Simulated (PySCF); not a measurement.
Ionising KSb

PBE0; K def2-SVPD, Sb def2-SVPD with ECP28; scalar-relativistic core potentials (PySCF 2.14). Neutral (UKS): triplet (π ↑↑), Re = 3.330 Å, ωe = 145 cm⁻¹, De = 1.16 eV, HOMO -3.67 eV, LUMO -1.49 eV.

KSb⁺ (UKS): quartet (σ ↑, π ↑↑), Re = 3.836 Å, ωe = 59.5 cm⁻¹, De = 0.19 eV to K⁺ + Sb. The energies at the minima are -839.92309 hartree for KSb and -839.72739 for KSb⁺.

**Question.** Work out the adiabatic ionisation energy, without and with harmonic zero-point energies (1 hartree = 27.2114 eV, 1 eV = 8065.5 cm⁻¹), and the change of the bond length.

**Answer.** At PBE0: 0.19570 hartree = 5.325 eV between the minima; the zero-point term (59.5 − 145.0)/2 cm⁻¹ = -0.005 eV makes it 5.320 eV. Re changes by +50.6 pm against the neutral. The electron leaves a σ orbital, and the ion is left as a loose complex of an ion and an atom.

Weak bonds: KSb⁺. Basis-set superposition, not corrected here, can be much of De in a small basis, most of all at correlated wavefunction levels. These are scalar-relativistic numbers at best; spin–orbit coupling would shift them, the dissociation energy most. For an ion De counts to the pair picked by the measured ionisation energies or electron affinities, which need not be the lowest pair at this level. States were picked by a PBE0 search and need not be the measured ground states.
